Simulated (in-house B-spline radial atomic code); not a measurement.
Yb⁴⁴⁺: [Ne] 3s1 3p6 3d9 (with a hole in an inner shell)

Method: Dirac-Hartree-Fock, average of configuration, Fermi nucleus of rms radius 5.3108 fm. Calculated with a radial B-spline atomic code at the basis-set limit.

Screening seen three ways: the hydrogenic charge with the same mean radius, Z_r = [3n² - l(l+1)]/(2<r>), the one with the same energy, Z_e = n√(-2ε), and Slater's rules. Values are occupation-weighted means over j. An effective charge above Z reflects the relativistic contraction of the inner shells.

```tsv
shell	electrons	ε (eV)	<r> (bohr)	Z_r	Z_e	Slater
1s	2	-64037	0.01966	76.31	68.60	69.70
2s	2	-12836	0.08246	72.76	61.43	65.85
2p	6	-11638	0.07345	68.08	58.49	65.85
3s	1	-4533.1	0.2096	64.40	54.76	59.10
3p	6	-4144.3	0.2075	60.23	52.36	59.10
3d	9	-3700	0.187	56.15	49.47	50.20
```

The least bound orbital is 3d5/2 at -3678 eV, while the most diffuse is 3p3/2 (<r> = 0.2117 bohr against 0.1885 bohr): energy order and size order differ. The part-filled 3s shell lies below the filled 3p shell in orbital energy.

Spin-orbit splittings of the orbital energies (j = l + 1/2 above j = l - 1/2 when positive): 2p 1058 eV, 3p 243.8 eV, 3d 53.82 eV.

For the 1s electron the small component carries 6.9 % of the norm, the zero-frequency Breit interaction raises the level by 199.4 eV, self-energy by 124.3 eV, and vacuum polarisation lowers it by 22.15 eV.
